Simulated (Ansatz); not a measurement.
# Redistribution: CBr2Cl2 + CHBr2Cl → CBrCl3 + CHBr3

Species: CBr2Cl2 (dibromodichloromethane) `ClC(Cl)(Br)Br`, singlet; CHBr2Cl `ClC(Br)Br`, singlet; CBrCl3 (bromotrichloromethane) `ClC(Cl)(Cl)Br`, singlet; CHBr3 (bromoform) `BrC(Br)Br`, singlet. The partners trade Br for Cl; both sit on C, so the bond types are kept.

Shapes, held fixed at every level: PBE0-D4/def2-TZVP. Programs: Ansatz 0.2.0. The zero-point and thermal change to 298 K, harmonic and unscaled (PBE0-D4/def2-TZVP), is -0.2 kJ/mol.

```json
{"level": "HF/def2-SVP", "kind": "Hartree–Fock", "ΔH(298 K) (kJ/mol)": "-4.0", "less CCSD(T)/def2-TZVPP": "-2.0"}
{"level": "SPW92/def2-TZVPP", "kind": "LDA", "ΔH(298 K) (kJ/mol)": "-1.5", "less CCSD(T)/def2-TZVPP": "+0.5"}
{"level": "PBE-D4/def2-TZVPP", "kind": "GGA", "ΔH(298 K) (kJ/mol)": "-1.0", "less CCSD(T)/def2-TZVPP": "+1.0"}
{"level": "B3LYP-D4/def2-TZVPP", "kind": "global hybrid", "ΔH(298 K) (kJ/mol)": "-1.1", "less CCSD(T)/def2-TZVPP": "+0.9"}
{"level": "r2SCAN0-D4/def2-TZVPP", "kind": "global hybrid", "ΔH(298 K) (kJ/mol)": "-1.9", "less CCSD(T)/def2-TZVPP": "+0.1"}
{"level": "MP2/def2-SVP", "kind": "perturbation theory", "ΔH(298 K) (kJ/mol)": "-3.4", "less CCSD(T)/def2-TZVPP": "-1.4"}
{"level": "MP2/def2-TZVPP", "kind": "perturbation theory", "ΔH(298 K) (kJ/mol)": "-1.6", "less CCSD(T)/def2-TZVPP": "+0.4"}
{"level": "CCSD(T)/def2-TZVPP", "kind": "coupled cluster or CI", "ΔH(298 K) (kJ/mol)": "-2.0", "less CCSD(T)/def2-TZVPP": "0.0"}
```

The highest level, CCSD(T)/def2-TZVPP, gives ΔH(298 K) = -2.0 kJ/mol; the levels span -4.0 to -1.0. That is about zero within the method's error. The column of differences is taken from that level and isn't an error. No measured value is set beside it here. Relativity is left out for Br unless named. Correlated rows may include outer-core shells of Br, which these sets cover unevenly.
